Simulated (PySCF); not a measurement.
Members of one series of related molecules.

All values: PBE0/pcSseg-1 (PySCF) at GFN2-xTB geometries, gas phase, one conformer each.

Question: Rank by the highest IAO charge on any atom, highest value first.
A. `CCS[SiH]([SiH3])[SiH3]`
B. `C=C[SiH2][Si@H]([SiH3])OCC`
C. `CC[SiH2]O[SiH]([SiH3])[SiH3]`
D. `CCO[SiH]([SiH3])[SiH3]`
E. `COCO[SiH]([SiH3])[SiH3]`
F. `CCO[SiH2][SiH]([SiH3])[SiH3]`

Answer: C (+1.022 e), F (+0.743 e), D (+0.594 e), B (+0.578 e), E (+0.561 e), A (+0.310 e).

Question: Rank by LUMO energy, highest first.
A. `N#CCCO[SiH]([SiH3])[SiH3]`
B. `CC[SiH2]O[SiH]([SiH3])[SiH3]`
C. `CCS[SiH]([SiH3])[SiH3]`

Answer: C (-0.72 eV), B (-0.94 eV), A (-1.14 eV).

Question: Rank by HOMO energy, lowest first.
A. `C=C[SiH2][Si@H]([SiH3])OCC`
B. `COCO[SiH]([SiH3])[SiH3]`
C. `CC[SiH2]O[SiH]([SiH3])[SiH3]`
D. `CCS[SiH]([SiH3])[SiH3]`
E. `N#CCCO[SiH]([SiH3])[SiH3]`

Answer: E (-8.15 eV), B (-7.93 eV), C (-7.75 eV), A (-7.46 eV), D (-6.59 eV).

All values together:

```json
{"SMILES": "CCO[SiH]([SiH3])[SiH3]", "change": "parent", "formula": "C2H12OSi3", "μ (D)": "1.28", "HOMO (eV)": "-7.73", "LUMO (eV)": "-0.84", "lowest IAO charge (e)": "-0.645 (O)", "highest IAO charge (e)": "+0.594 (Si)", "lowest Hirshfeld charge (e)": "-0.223 (O)", "highest Hirshfeld charge (e)": "+0.253 (Si)"}
{"SMILES": "N#CCCO[SiH]([SiH3])[SiH3]", "change": "H on C replaced by CN", "formula": "C3H11NOSi3", "μ (D)": "3.28", "HOMO (eV)": "-8.15", "LUMO (eV)": "-1.14", "lowest IAO charge (e)": "-0.642 (O)", "highest IAO charge (e)": "+0.580 (Si)", "lowest Hirshfeld charge (e)": "-0.228 (N)", "highest Hirshfeld charge (e)": "+0.254 (Si)"}
{"SMILES": "C=C[SiH2][Si@H]([SiH3])OCC", "change": "H on Si replaced by vinyl", "formula": "C4H14OSi3", "μ (D)": "0.98", "HOMO (eV)": "-7.46", "LUMO (eV)": "-0.79", "lowest IAO charge (e)": "-0.641 (O)", "highest IAO charge (e)": "+0.578 (Si)", "lowest Hirshfeld charge (e)": "-0.226 (O)", "highest Hirshfeld charge (e)": "+0.246 (Si)"}
{"SMILES": "CCS[SiH]([SiH3])[SiH3]", "change": "O replaced by S", "formula": "C2H12SSi3", "μ (D)": "1.62", "HOMO (eV)": "-6.59", "LUMO (eV)": "-0.72", "lowest IAO charge (e)": "-0.416 (C)", "highest IAO charge (e)": "+0.310 (Si)", "lowest Hirshfeld charge (e)": "-0.123 (C)", "highest Hirshfeld charge (e)": "+0.214 (Si)"}
{"SMILES": "CC[SiH2]O[SiH]([SiH3])[SiH3]", "change": "SiH2 inserted into a C-O bond", "formula": "C2H14OSi4", "μ (D)": "0.59", "HOMO (eV)": "-7.75", "LUMO (eV)": "-0.94", "lowest IAO charge (e)": "-0.892 (O)", "highest IAO charge (e)": "+1.022 (Si)", "lowest Hirshfeld charge (e)": "-0.307 (O)", "highest Hirshfeld charge (e)": "+0.404 (Si)"}
{"SMILES": "COCO[SiH]([SiH3])[SiH3]", "change": "O inserted into a C-C bond", "formula": "C2H12O2Si3", "μ (D)": "1.39", "HOMO (eV)": "-7.93", "LUMO (eV)": "-0.70", "lowest IAO charge (e)": "-0.643 (O)", "highest IAO charge (e)": "+0.561 (Si)", "lowest Hirshfeld charge (e)": "-0.232 (O)", "highest Hirshfeld charge (e)": "+0.246 (Si)"}
{"SMILES": "CCO[SiH2][SiH]([SiH3])[SiH3]", "change": "SiH2 inserted into a O-Si bond", "formula": "C2H14OSi4", "μ (D)": "1.58", "HOMO (eV)": "-7.98", "LUMO (eV)": "-0.68", "lowest IAO charge (e)": "-0.652 (O)", "highest IAO charge (e)": "+0.743 (Si)", "lowest Hirshfeld charge (e)": "-0.223 (O)", "highest Hirshfeld charge (e)": "+0.304 (Si)"}
```

Conformers: `[CH3:1][CH2:2][O:3][SiH:4]([SiH3:5])[SiH3:6]` with C1–C2–O3–Si4 -160°, C2–O3–Si4–Si5 179°; `[N:1]#[C:2][CH2:3][CH2:4][O:5][SiH:6]([SiH3:7])[SiH3:8]` with C2–C3–C4–O5 180°, C3–C4–O5–Si6 173°, C4–O5–Si6–Si7 -53°; `[CH2:1]=[CH:2][SiH2:3][Si@H:4]([SiH3:5])[O:6][CH2:7][CH3:8]` with C1–C2–Si3–Si4 110°, C2–Si3–Si4–Si5 -56°, Si3–Si4–O6–C7 174°, Si4–O6–C7–C8 70°; `[CH3:1][CH2:2][S:3][SiH:4]([SiH3:5])[SiH3:6]` with C1–C2–S3–Si4 -81°, C2–S3–Si4–Si5 -108°; `[CH3:1][CH2:2][SiH2:3][O:4][SiH:5]([SiH3:6])[SiH3:7]` with C1–C2–Si3–O4 -179°, C2–Si3–O4–Si5 -159°, Si3–O4–Si5–Si6 88°; `[CH3:1][O:2][CH2:3][O:4][SiH:5]([SiH3:6])[SiH3:7]` with C1–O2–C3–O4 -73°, O2–C3–O4–Si5 -62°, C3–O4–Si5–Si6 43°; `[CH3:1][CH2:2][O:3][SiH2:4][SiH:5]([SiH3:6])[SiH3:7]` with C1–C2–O3–Si4 69°, C2–O3–Si4–Si5 175°, O3–Si4–Si5–Si6 -52°.

Question: Give the shifts from the parent, `CCO[SiH]([SiH3])[SiH3]`.

Answer: 
```tsv
SMILES	change in μ (D)	change in HOMO (eV)	change in LUMO (eV)
N#CCCO[SiH]([SiH3])[SiH3]	+2.00	-0.42	-0.30
C=C[SiH2][Si@H]([SiH3])OCC	-0.30	+0.27	+0.05
CCS[SiH]([SiH3])[SiH3]	+0.34	+1.14	+0.12
CC[SiH2]O[SiH]([SiH3])[SiH3]	-0.69	-0.02	-0.10
COCO[SiH]([SiH3])[SiH3]	+0.11	-0.20	+0.14
CCO[SiH2][SiH]([SiH3])[SiH3]	+0.30	-0.25	+0.16
```
